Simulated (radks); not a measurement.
Fractional charge and spin in the 1s shell of lithium: the spin-up occupation runs from 0 to 1 and the spin-down occupation from 0 to 1; the fullest corner is Li+, 1s(up 1, down 1). Method: non-relativistic Kohn-Sham, BLYP, spin-polarised, spherical densities, point nucleus; computed with a radial shooting solver on a logarithmic mesh with Libxc functionals. Energy (eV) above the fullest corner. The planes named below are the two flat planes that join the four corners, with an edge along up + down = one added electron.

| down \ up | 0 | 0.25 | 0.5 | 0.75 | 1 |
|---|---|---|---|---|---|
| 0 | 198.083 | 164.528 | 132.599 | 102.987 | 75.840 |
| 0.25 | 164.528 | 134.303 | 105.375 | 78.640 | 54.283 |
| 0.5 | 132.599 | 105.375 | 79.599 | 55.838 | 34.289 |
| 0.75 | 102.987 | 78.640 | 55.838 | 34.967 | 16.167 |
| 1 | 75.840 | 54.283 | 34.289 | 16.167 | 0.000 |

Corners above the fullest one (they belong to Li2+ and the next ion): (up 1, down 0) 75.840 eV, (up 0, down 1) 75.840 eV, (up 0, down 0) 198.08 eV. With half an added electron in each spin the energy lies 3.759 eV from the planes (fractional-spin error, the static-correlation error of a stretched bond), and with half an added electron in spin up alone -4.363 eV (fractional-charge error). For a frontier s shell over closed shells the exact functional lies on the planes.
